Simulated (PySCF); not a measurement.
Computed shifts of a molecule C3H8Si2, PySCF with PBE0/pcSseg-1, GIAO, gas phase, atoms alike by connectivity averaged where their shifts nearly agree, in ppm (number of nuclei): ¹³C: 156.9 (1), 135.2 (1), 31.9 (1). ²⁹Si: -50.9 (1), -67.2 (1). ¹H: 6.25 (1), 5.94 (1), 5.09 (1), 4.88 (1), 4.58 (1), 4.43 (1), 2.76 (1), 2.61 (1). References: ¹³C against TMS (σ = 186.3 ppm); ²⁹Si against TMS (σ = 352.7 ppm); ¹H against TMS (σ = 31.56 ppm), references at their B3LYP-D3(BJ)/def2-TZVP geometries, non-relativistic. The structure is a stationary point at B3LYP-D3(BJ)/def2-SVP. One conformer was computed; it need not be the lowest.

Identify the compound among the candidates.
(A) C=C1C[SiH2][SiH2]1
(B) C=C1[SiH2]C[SiH2]1
(C) CC#C[SiH2][SiH3]
(D) C#C[SiH2][SiH2]C

A, C=C1C[SiH2][SiH2]1
